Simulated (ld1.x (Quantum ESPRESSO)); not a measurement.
Transferability test, TM potential for aluminium (Al)

```json
{
 "Element": "Al (Z = 13)",
 "Generator": "ld1.x (Quantum ESPRESSO) 7.5",
 "Type": "norm-conserving Troullier–Martins (Kleinman–Bylander form)",
 "Functional": "PBEsol",
 "Relativity": "scalar-relativistic",
 "Frozen core": "[Ne]",
 "Valence charge": "3",
 "Reference configuration": "3s2 3p0 (charge +1)",
 "Partial waves": "3s (bound): rc 2.05 bohr; 3p (bound, empty): rc 1.75 bohr; 3d channel at 0.05 Ry: rc 1.55 bohr",
 "Local potential": "all-electron potential smoothed inside 1.65 bohr (lloc = -1)",
 "Core correction": "none"
}
```

Energies are relative to the spin-unpolarised reference configuration 3s2 3p0; without spin polarisation the order of configurations can differ from experiment.

| valence configuration | charge | ΔE all-electron (eV) | error AE − PS (meV) |
| --- | --- | --- | --- |
| 3s1 3p0 | +2 | 19.170 | +17 |
| 3s2 3p0.5 | +0.5 | -3.662 | -0.2 |
| 3s1 3p1 | +1 | 5.791 | +6.5 |
| 3s2 3p1.3 | -0.3 | -6.304 | -0.7 |
| 3s0 3p3 | 0 | 4.669 | +13 |

Task: What are ΔE and the potential's error for 3s2 3p1?

Result: ΔE = -5.736 eV all-electron; the error (AE − PS) is -0.6 meV.

Task: What are ΔE and the potential's error for 3s1 3p2?

Result: ΔE = -0.617 eV all-electron; the error (AE − PS) is +0.6 meV.

Levels in the configuration 3s2 3p0.5:

```
level  all-electron (eV)  pseudo (eV)
   3s            -11.057      -11.058
   3p             -5.676       -5.675
```

ld1.x printed “convergence not achieved” for 4 of the counted tests; their residual had stalled under 1e-8, short of the target of 1e-14.
